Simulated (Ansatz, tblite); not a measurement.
Removing an electron: MoOCl4 (MoCl₄O). Charge 0, multiplicity 1. Geometry: PBE-D4/def2-SVP. Ansatz, gas phase; energy differences of separate SCF runs; the oxidised species was run as a doublet alone.

```xyz
6

Mo   -0.0342    0.0615   -0.0469
O    -0.7078    1.2715   -0.9685
Cl    1.9886    0.9534    0.6230
Cl    1.1671   -1.1834   -1.5773
Cl   -1.6186   -1.6180   -0.1168
Cl   -0.7950    0.5150    2.0864
```

In the def2 sets Mo takes a core potential; there is no spin–orbit coupling. The xTB rows come from tblite.

```json
{"level": "GFN2-xTB", "−HOMO (eV)": "12.62", "vertical IE (eV)": "15.05", "−LUMO (eV)": "10.64", "HOMO–LUMO gap (eV)": "1.98", "remarks": "–"}
{"level": "PBE-D4/def2-TZVP", "−HOMO (eV)": "7.63", "vertical IE (eV)": "10.28", "−LUMO (eV)": "6.21", "HOMO–LUMO gap (eV)": "1.42", "remarks": "–"}
{"level": "B97M-V/def2-TZVP", "−HOMO (eV)": "8.06", "vertical IE (eV)": "10.63", "−LUMO (eV)": "6.36", "HOMO–LUMO gap (eV)": "1.70", "remarks": "restricted SCF unstable in HF (singlet)"}
```

**Question.** Estimate the rows for GFN1-xTB, PBE0-D4/def2-TZVP.

**Answer.** 
```json
{"level": "GFN1-xTB", "−HOMO (eV)": "13.64", "vertical IE (eV)": "15.82", "−LUMO (eV)": "10.98", "HOMO–LUMO gap (eV)": "2.66", "remarks": "–"}
{"level": "PBE0-D4/def2-TZVP", "−HOMO (eV)": "8.97", "vertical IE (eV)": "10.82", "−LUMO (eV)": "5.78", "HOMO–LUMO gap (eV)": "3.19", "remarks": "restricted SCF unstable in HF (singlet)"}
```

Run but left out: HF/def2-SVP, MP2/def2-SVP, CCSD/def2-SVP, CCSD(T)/def2-SVP (flagged by the program: large difference).  Raw xTB energy differences between charge states are shifted by several eV; the methods need an empirical correction for them.
